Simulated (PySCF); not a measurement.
Species: CH10NPSi3.
Z-matrix (Å and degrees, PBE0-D3(BJ)/def2-SVP geometry), rows numbered from 1:
```
Si
C   1  1.8607
P   2  1.6643  1  118.61
N   3  1.7198  2  108.63  1   179.22
Si  4  1.7730  3  114.53  2   179.05
Si  4  1.7676  3  122.48  2    -1.13
H   1  1.4945  2  109.11  3     1.58
H   1  1.4966  2  111.10  3  -118.55
H   1  1.4963  2  110.99  3   121.88
H   2  1.0981  1  117.22  3   179.62
H   5  1.4898  4  107.59  3   173.62
H   5  1.4923  4  110.12  3    53.82
H   5  1.4931  4  111.03  3   -66.49
H   6  1.4932  4  110.42  3   -59.81
H   6  1.4932  4  110.65  3    60.28
H   6  1.4899  4  107.76  3  -179.86
```

Computed with PySCF at PBE0/pcSseg-1 and CAM-B3LYP/def2-SVPD, non-relativistic, on one gas-phase PBE0-D3(BJ)/def2-SVP geometry that isn't relaxed in the solvent. The solvent is an IEF-PCM continuum (cavity from Bondi-type radii × 1.2). Specific hydrogen bonds and non-electrostatic terms are outside this model.

Gas phase at PBE0/pcSseg-1: HOMO -7.05 eV, LUMO -1.64 eV, dipole 1.62 D.

**Question.** What does the continuum do to the energy, the frontier levels and the dipole at PBE0/pcSseg-1 in benzene and acetonitrile?

**Answer.** 
| solvent | ε | E(solvent) − E(gas) (kJ/mol) | polarisation term (kJ/mol) | distortion of the solute (kJ/mol) | HOMO (eV) | LUMO (eV) | dipole (D) |
| --- | --- | --- | --- | --- | --- | --- | --- |
| benzene | 2.271 | -2.31 | -2.42 | 0.11 | -6.99 | -1.59 | 1.84 |
| acetonitrile | 35.69 | -5.28 | -5.91 | 0.63 | -6.98 | -1.59 | 2.11 |

The first energy column is the sum of the next two and covers electrostatics alone. From benzene to acetonitrile the lowering changes by a factor 2.29, Onsager's factor (ε − 1)/(2ε + 1) by 2.09 and ε itself by 15.7.

**Question.** Which radius a makes the point-dipole formula ΔE = −[(ε − 1)/(2ε + 1)]·μ²/a³ give the value in acetonitrile, with the gas-phase dipole?

**Answer.** μ = 0.638 au and |ΔE| = 0.00201 Eh give a = 2.43 Å; the farthest nucleus lies 4.24 Å from the centroid of the nuclei, so such a sphere wouldn't even hold the nuclei. The formula assumes a rigid point dipole at the centre of a sphere.

**Question.** Which Mulliken charges (PBE0/pcSseg-1) respond most in acetonitrile (means over atoms taken as equivalent)?

**Answer.** 
```
   atoms                      environment  gas (e)  solvent (e)  change
     H10               hydrogen on carbon   +0.201       +0.223  +0.022
      P3     phosphorus bonded to C and N   +0.591       +0.576  -0.015
      C2     carbon bonded to P, Si and H   -0.811       -0.825  -0.014
 Si5/Si6                     SiH3 silicon   +0.611       +0.623  +0.012
     Si1                     SiH3 silicon   +0.548       +0.556  +0.008
H7/H8/H9                    Si–H hydrogen   -0.087       -0.093  -0.006
H11 (×6)                    Si–H hydrogen   -0.075       -0.077  -0.002
      N4  nitrogen bridging silicon atoms   -1.039       -1.038  +0.001
```

**Question.** Which Mayer bond orders change most in acetonitrile?

**Answer.** 
```json
{"bond": "P3–N4", "length (Å)": "1.720", "gas": "0.960", "solvent": "0.974", "change": "+0.014"}
{"bond": "Si1–C2", "length (Å)": "1.861", "gas": "0.915", "solvent": "0.923", "change": "+0.008"}
{"bond": "N4–Si6", "length (Å)": "1.768", "gas": "0.828", "solvent": "0.820", "change": "-0.008"}
{"bond": "N4–Si5", "length (Å)": "1.773", "gas": "0.840", "solvent": "0.833", "change": "-0.007"}
{"bond": "C2–P3", "length (Å)": "1.664", "gas": "1.758", "solvent": "1.752", "change": "-0.006"}
{"bond": "C2–H10", "length (Å)": "1.098", "gas": "0.899", "solvent": "0.893", "change": "-0.006"}
{"bond": "Si5–H11", "length (Å)": "1.490", "gas": "0.945", "solvent": "0.949", "change": "+0.004"}
{"bond": "Si1–H7", "length (Å)": "1.494", "gas": "0.943", "solvent": "0.941", "change": "-0.002"}
```

**Question.** How do the nuclear quadrupole coupling constants eQVzz/h respond in acetonitrile?

**Answer.** 
```tsv
nucleus	Q (barn)	gas (MHz)	solvent (MHz)	η gas	η solvent
14N at N4	0.02044	-2.67	-2.65	0.37	0.40
```

Gas phase at CAM-B3LYP/def2-SVPD: HOMO -8.22 eV, LUMO -0.53 eV, dipole 1.64 D.

**Question.** What does the continuum do to the energy, the frontier levels and the dipole at CAM-B3LYP/def2-SVPD in acetonitrile?

**Answer.** 
```csv
solvent,ε,E(solvent) − E(gas) (kJ/mol),polarisation term (kJ/mol),distortion of the solute (kJ/mol),HOMO (eV),LUMO (eV),dipole (D)
acetonitrile,35.69,-5.08,-5.81,0.73,-8.14,-0.45,2.18
```

**Question.** How does the static polarisability (CAM-B3LYP/def2-SVPD, frozen core, with the continuum's full static response) change?

**Answer.** 
```
      medium  isotropic (au)  principal values (au)  ⟨r²⟩ of the electrons (bohr²)
         gas           129.6     98.0, 119.4, 171.3                         1902.9
acetonitrile           179.4    143.8, 167.5, 226.9                         1903.1
```

The isotropic value in acetonitrile is 1.38 times the gas-phase one; no cavity-field correction is applied. ⟨r²⟩ is taken about the centre of nuclear charge.

On an Arm Neoverse V2 with one thread, shared host with 96 logical CPUs at a one-minute load of 63, this took 26 s wall and 1.0 GiB of memory at its peak. This is the whole shielding run at PBE0/pcSseg-1 in acetonitrile, SCF included.
